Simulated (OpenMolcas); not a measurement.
# OpenMolcas run: Ir3+

Ir3+ among 6 point charges of -1.5 e arranged as a tetragonal octahedron (D4h), 1.89 Å from the ion, with the axial distance 1.966 Å. With inversion symmetry the input lists one of each pair of outer charges.

Input:

```
&GATEWAY
Coord
1

Ir 0.0 0.0 0.0
Basis=ANO-RCC-VDZP
Group=XYZ
NoMove
AngMom=0.0 0.0 0.0
AMFI
XField
3 Angstrom 0
1.890000 0.000000 0.000000 -1.500000
0.000000 1.890000 0.000000 -1.500000
0.000000 0.000000 1.965600 -1.500000
&SEWARD
&RASSCF
FileOrb=start.orb
Symmetry=1
Spin=5
nActEl=6 0 0
Inactive=15 19
Ras2=5 0
CIRoot=5 5 1
SDav=5
CIMx=300
Iter=120 100
PrWF=0.3
OrbListing=Nothing
MaxOrb=0
>>> COPY $Project.JobIph JOB001
&RASSCF
FileOrb=start.orb
Symmetry=1
Spin=3
nActEl=6 0 0
Inactive=15 19
Ras2=5 0
CIRoot=45 45 1
SDav=45
CIMx=300
Iter=120 100
PrWF=0.3
OrbListing=Nothing
MaxOrb=0
>>> COPY $Project.JobIph JOB002
&RASSCF
FileOrb=start.orb
Symmetry=1
Spin=1
nActEl=6 0 0
Inactive=15 19
Ras2=5 0
CIRoot=50 50 1
SDav=50
CIMx=300
Iter=120 100
PrWF=0.3
OrbListing=Nothing
MaxOrb=0
>>> COPY $Project.JobIph JOB003
&RASSI
NrOfJobIphs=3 5 45 50
1 2 3 4 5
1 2 3 4 5 6 7 8 9 10 11 12 13 14 15 16 17 18 19 20 21 22 23 24 25 26 27
28 29 30 31 32 33 34 35 36 37 38 39 40 41 42 43 44 45
1 2 3 4 5 6 7 8 9 10 11 12 13 14 15 16 17 18 19 20 21 22 23 24 25 26 27
28 29 30 31 32 33 34 35 36 37 38 39 40 41 42 43 44 45 46 47 48 49 50
IphNames
JOB001
JOB002
JOB003
EJob
SpinOrbit
DIPRint=1.0
SOCoupling=1000.0
Subsets=2
Property=9
'ANGMOM' 1 'ANGMOM' 2 'ANGMOM' 3 'MLTPL  1' 1 'MLTPL  1' 2 'MLTPL  1' 3
'AMFI' 1 'AMFI' 2 'AMFI' 3
SOProperty=3
'ANGMOM' 1 'ANGMOM' 2 'ANGMOM' 3
```

Launched by
```bash
OMP_NUM_THREADS=1 MOLCAS_MEM=1689 MOLCAS_PROJECT=a pymolcas a.inp > a.log  # once for each step of the input, in one work folder
```

A driver script runs the steps one by one and writes start.orb anew before each from the orbitals found so far.

Output, cut to the results:

```
--- SEWARD ---
Basis set label: IR.ANO-RCC...7S6P4D2F.

      Electronic valence basis set:
      ------------------
      Associated Effective Charge  77.000000 au
      Associated Actual Charge     77.000000 au
      Nuclear Model: Point charge

      Shell  nPrim  nBasis  Cartesian Spherical Contaminant
         s      24       7        X
         p      21       6        X
         d      15       4                 X
         f      11       2                 X
                  Relativistic Douglas-Kroll-Hess integrals:
                    - DKH order of Hamiltonian: 2
                    - DKH order of Properties : 0
                  Atomic mean-field integrals
--- RASSCF ---
Wave function specifications:
      -----------------------------

      Number of closed shell electrons          68
      Number of electrons in active shells       6
      Max number of holes in RAS1 space          0
      Max nr of electrons in RAS3 space          0
      Number of inactive orbitals               34
      Number of active orbitals                  5
      Number of secondary orbitals              20
      Spin quantum number                      2.0
      State symmetry                             1
Orbital specifications:
      -----------------------

      Symmetry species                           1   2
                                                ag  au
      Frozen orbitals                            0   0
      Inactive orbitals                         15  19
      Active orbitals                            5   0
      RAS1 orbitals                              0   0
      RAS2 orbitals                              5   0
      RAS3 orbitals                              0   0
      Secondary orbitals                         7  13
      Deleted orbitals                           0   0
      Number of basis functions                 27  32
      Number of CSFs                             5
      Number of root(s) required                 5
      Iter CI   SX   CI       RASSCF       Energy    max ROT     max BLB   max BLB  Level Ln srch  Step   QN
          iter iter root      energy       change     param      element    value   shift minimum  type update
 Nr of preliminary CI iterations:   1
      Total energies have been shifted. Add               -17000.00 au
        1   1    6    0  -816.09044589    0.00E+00   1.57E-01*  20  27 1  3.07E-01*  0.19   0.00    SX    NO
        2   1    7    0  -816.23634813   -1.46E-01*  2.30E-02   19  25 2  1.18E-01*  0.30   0.00    SX    NO
        3   1    7    0  -816.24783484   -1.15E-02*  1.41E-02   13  29 2  3.51E-02*  0.26   0.00    SX    NO
        4   1    7    0  -816.24943928   -1.60E-03*  4.71E-03   19  25 2  1.61E-02*  0.28   0.00    SX    NO
        5   1    6    0  -816.24971619   -2.77E-04* -1.40E-03   13  29 2  6.25E-03*  0.27   0.73    QN   YES
        6   1    5    0  -816.24977386   -5.77E-05* -1.61E-03   18  21 1 -1.11E-03*  0.28   1.09    QN   YES
        7   1    5    0  -816.24977779   -3.93E-06* -1.51E-03   18  21 1 -6.43E-04*  0.28   1.94    LS   YES
        8   1    6    0  -816.24977900   -1.21E-06*  4.88E-04   11  27 2 -5.38E-04*  0.28   1.00    QN   YES
        9   1    5    0  -816.24977959   -5.88E-07* -1.95E-04   20  27 1 -1.58E-04*  0.28   1.34    QN   YES
       10   1    4    0  -816.24977965   -5.59E-08* -1.24E-05   19  26 1  1.69E-05   0.28   1.07    QN   YES
       11   1    3    0  -816.24977965   -1.22E-09   2.95E-06   13  29 2  4.36E-06   0.28   1.19    QN   YES
      Convergence after 11 iterations
       12   1    3    0  -816.24977965   -6.18E-11   2.95E-06   17  20 2 -3.06E-07   0.28   1.19    QN   YES
      Natural orbitals and occupation numbers for root  1
      sym 1:   1.000000   1.000000   1.000000   2.000000   1.000000
      Natural orbitals and occupation numbers for root  2
      sym 1:   1.000000   2.000000   1.000000   1.000000   1.000000
      Natural orbitals and occupation numbers for root  3
      sym 1:   2.000000   1.000000   1.000000   1.000000   1.000000
::    RASSCF root number  1 Total energy: -17816.27376699
::    RASSCF root number  2 Total energy: -17816.27376699
::    RASSCF root number  3 Total energy: -17816.26928648
::    RASSCF root number  4 Total energy: -17816.22180872
::    RASSCF root number  5 Total energy: -17816.21026907
--- RASSCF ---
Wave function specifications:
      -----------------------------

      Number of closed shell electrons          68
...
--- RASSI ---
SPIN-FREE ENERGIES:
  (Shifted by EMIN (a.u.) =     -17816.2737669856)

 SF State       Relative EMIN(au)   Rel lowest level(eV)    D:o, cm**(-1)      L_eff

     1             0.0000000000        0.0000000000              0.0000         2.0
     2             0.0000000000        0.0000000000              0.0000         2.0
     3             0.0044805029        0.1219206944            983.3567         2.0
    51             0.0366697499        0.9978347277           8048.0798         4.7
     6             0.0401366528        1.0921739610           8808.9771         3.8
     7             0.0401366539        1.0921739928           8808.9773         3.8
     8             0.0447577113        1.2179193708           9823.1822         3.8
     4             0.0519582653        1.4138564246          11403.5211         2.0
     9             0.0539615115        1.4683675312          11843.1828         4.0
     5             0.0634979204        1.7278664366          13936.1827         2.0
    11             0.0642437761        1.7481622053          14099.8791         4.2
    10             0.0642437761        1.7481622053          14099.8791         4.2
    52             0.0766405116        2.0854945628          16820.6480         5.3
    53             0.0766405124        2.0854945844          16820.6482         5.3
    54             0.0800095956        2.1771720104          17560.0765         5.3
    12             0.0837319621        2.2784627619          18377.0415         4.4
    13             0.0851372988        2.3167039203          18685.4773         4.5
    14             0.0851372988        2.3167039203          18685.4773         4.5
    16             0.0918201436        2.4985533916          20152.1922         4.3
    15             0.0918201436        2.4985533916          20152.1922         4.3
    17             0.0947149774        2.5773258323          20787.5347         4.2
...
```

Spin-orbit levels above the lowest (labels of D4, the rotations of D4h):

```csv
E (cm-1),Degeneracy,Label,2S+1,g
0.0,1,A1,5 (50 %),
314.1,1,B1,5 (70 %),
905.6,1,B2,5 (85 %),
995.9,2,E,5 (74 %),0.00 0.00 0.69
1196,2,E,5 (88 %),0.00 0.00 5.41
1475,1,A1,5 (72 %),
2291,1,A2,5 (76 %),
4713,2,E,5 (68 %),0.00 0.00 3.11
4999,1,B2,5 (64 %),
5628,1,A2,5 (89 %),
6210,2,E,5 (89 %),0.00 0.00 3.72
9343,1,A1,5 (43 %),
11706,1,B1,3 (67 %),
12542,1,A1,3 (67 %),
12546,2,E,3 (53 %),0.00 0.00 0.91
13124,1,B2,5 (55 %),
13950,1,A2,3 (56 %),
14367,2,E,3 (52 %),0.00 0.00 0.97
14422,1,B1,3 (52 %),
14990,1,A1,3 (49 %),
```

Spin-orbit coupling mixes the spin-free states strongly: the lowest level takes only 41 % from its leading state, 5E. Without dynamic correlation the repulsion within the d shell is too large (B by tens of per cent), so at a given field states of lower spin stand too high. This shell can be high or low spin here, a state of another spin lies low, and with metal d orbitals alone active their balance is uncertain, so the ground spin may be wrong. Point charges give a weaker field than real ligands, and real ions of this kind are as a rule low spin; the high spin found here belongs to the model. This is an electrostatic model: the charges have no orbitals. No measured value stands beside these numbers.

The RASSCF and RASSI steps took 20 s on 1 thread of Arm Neoverse V2 (shared host); the integral step is not counted.

With an even number of electrons the g values are those of a degenerate or nearly degenerate non-Kramers pair.
